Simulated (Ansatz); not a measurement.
Consider the substitution at a C–As bond: `NC([SiH3])[AsH2]` + `N[SiH3]` → `NC([SiH3])N[SiH3]` + `[AsH3]`.

Computed with Ansatz on PBE0-D4/def2-TZVP structures; ΔE is electronic, products minus reactants. CCSD(T)/CBS adds triple-zeta CCSD(T) − MP2 to the extrapolated MP2 energy (def2 sets, frozen cores). This one scheme is used for every species. DFT in def2-TZVPP. For As outer-core shells are correlated without core-valence functions, which leaves a few kJ/mol of doubt a bond. Scalar relativity is left out up to krypton. Each species was taken in one conformer, which may not be the lowest.

```
            species  B2PLYP energy (Eh)
 `NC([SiH3])[AsH2]`         -2622.47816
          `N[SiH3]`          -347.13338
`NC([SiH3])N[SiH3]`          -732.31184
           `[AsH3]`         -2237.28400
```

Task: Work out ΔE.

Result: ΔE = (-732.31184) + (-2237.28400) − (-2622.47816) − (-347.13338) = 0.01570 Eh = +0.43 eV. CCSD(T)/CBS gives +0.45 eV.

Largest T1 diagnostic among the species: 0.011.
